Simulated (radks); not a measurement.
Question: Valence configurations of Hf (all share [Xe]). All-electron calculation, scalar-relativistic Kohn-Sham, PBE, spin-polarised, spherical densities, finite nucleus; open shells are filled with parallel spins first (spin-orbit coupling, left out, can overturn this in heavy ions); Fermi nuclear charge, rms radius 5.347 fm. Program: a radial shooting solver on a logarithmic mesh with Libxc functionals. Order these by energy: 4f14 5d2 6s1 6p1; 4f14 5d3 6p1; 4f13 5d2 6s2 6p1; 4f13 5d3 6s2; 4f14 5d3 6s1; 4f14 5d1 6s2 6p1; 4f14 5d2.5 6s1.5; 4f14 5d2 6s2; 4f14 5d4; 4f13.5 5d2.5 6s2.

Answer: From the lowest, in eV above it: 4f14 5d2 6s2 0.000; 4f14 5d2.5 6s1.5 0.668; 4f14 5d3 6s1 1.166; 4f14 5d1 6s2 6p1 2.106; 4f14 5d2 6s1 6p1 2.619; 4f14 5d4 4.033; 4f14 5d3 6p1 4.978; 4f13.5 5d2.5 6s2 7.492; 4f13 5d3 6s2 16.452; 4f13 5d2 6s2 6p1 19.919. NIST lists [Xe] 4f14 5d2 6s2 as the ground configuration; this level of theory agrees among the configurations tried. The energies are those of spherical high-spin densities, not of single terms.
